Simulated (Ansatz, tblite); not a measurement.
Isomers of Rb5H4⁺ (singlet), found by a short tight-binding search and relaxed with PBE-D4/def2-SVP in Ansatz.

In the def2 sets Rb takes a core potential; there is no spin–orbit coupling. The xTB rows come from tblite. Correlated methods freeze no core orbitals; core or outer-core shells of Rb are correlated, in sets that lack core-valence functions.

Other spin states weren't relaxed.

A:

```xyz
9

Rb    0.012   -0.032    1.246
Rb   -2.419    2.834   -0.321
Rb    2.823    2.422   -0.384
Rb    2.411   -2.812   -0.514
Rb   -2.832   -2.401   -0.451
H    -0.207   -2.644    0.033
H     2.650   -0.211    0.083
H    -2.648    0.205    0.146
H     0.209    2.639    0.164
```

B:

```
atom   x (Å)   y (Å)   z (Å)
 Rb1  -1.789   1.539  -0.827
 Rb2  -2.239  -0.230   4.144
 Rb3   1.514   0.151  -2.791
 Rb4  -0.290  -2.462  -0.206
 Rb5   1.972   0.925   1.200
  H6  -1.081  -0.719  -2.092
  H7   2.092  -1.230  -0.404
  H8  -1.004  -0.113   1.882
  H9   0.826   2.138  -0.906
```

Q: Estimate their order by electronic energy at ωB97X-V/def2-TZVP, counted from the lowest.

A: A (0.0) < B (12.2), in kcal/mol.

Q: Do the other levels pick the same lowest one?

A: All that were run do. Energies above each level's lowest (kcal/mol):

```
                level    A     B
             GFN1-xTB  0.0   4.9
             GFN2-xTB  0.0  10.8
          HF/def2-SVP  0.0  13.5
LDA (SPW92)/def2-TZVP  0.0  11.0
     PBE-D4/def2-TZVP  0.0  11.0
  r2SCAN-D4/def2-TZVP  0.0  11.7
    PBE0-D4/def2-TZVP  0.0  11.6
    ωB97X-V/def2-TZVP  0.0  12.2
         MP2/def2-SVP  0.0  11.9
        CCSD/def2-SVP  0.0  11.8
     CCSD(T)/def2-SVP  0.0  11.6
```
Point groups (tolerance 0.1 Å): A C4v, B not assigned. Lower isomers may exist.
